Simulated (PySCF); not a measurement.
## Vertical excitation energies

Species: phthalan, C8H8O.
SMILES: `c1cccc2c1COC2`

The calculation used PySCF, TDDFT B3LYP/def2-SVPD, vertical, gas phase, core orbitals frozen in the response. Geometry: GFN2-xTB; no solvent, vibrations or thermal averaging.

Problem. List the vertical singlet excitations with oscillator strengths and describe the spectrum.

Solution. 

```csv
state,E (eV),E (hartree),f,"main configurations (H = HOMO, L = LUMO)"
S1,5.10,0.1875,0.028,"H→L (83%), H-1→L+1 (17%)"
S2,5.61,0.2062,0.035,H→L+1 (86%)
S3,5.85,0.2151,0.010,"H-2→L (68%), H-1→L+1 (25%)"
S4,6.24,0.2292,0.044,"H-1→L (58%), H-2→L+1 (41%)"
S5,6.25,0.2298,0.016,H→L+2 (96%)
S6,6.64,0.2439,0.0002,H→L+3 (88%)
S7,6.79,0.2497,0.0000,"H→L+4 (71%), H-1→L+2 (28%)"
S8,6.87,0.2525,0.0000,"H-1→L+2 (69%), H→L+4 (28%)"
```

Triplets (Tamm–Dancoff): T1 4.15 eV, H-1→L (44%), H→L+1 (42%), H-2→L+1 (11%); T2 4.48 eV, H→L (85%), H-2→L (10%); T3 4.69 eV, H-1→L (54%), H→L+1 (40%).

The lowest singlet comes at 243 nm (492 kJ/mol) in the ultraviolet; it is weak; its leading configuration is HOMO→LUMO (83%). The most intense listed level is S4 at 6.24 eV (199 nm, f = 0.044), 1.14 eV above S1. Löwdin shares by element: HOMO carbon 32% or more, oxygen 19% (atoms not listed hold the other 49%); LUMO carbon 64% or more (atoms not listed hold the other 36%). Weighted by f, the mean energy of these states is 5.81 eV. The listed states span 1.77 eV, and the widest gap between neighbours is 0.51 eV (S1 to S2). Orbital energies (eV): HOMO-3 -8.99, HOMO-2 -7.54, HOMO-1 -7.22, HOMO -6.60, LUMO -0.67, LUMO+1 -0.36, LUMO+2 0.51. No computed singlet lies in the visible range (380 to 750 nm); the lowest, at 243 nm, stands 1.84 eV above its violet end (3.26 eV). Only the lowest 8 singlets were computed, as vertical energies without vibronic structure.
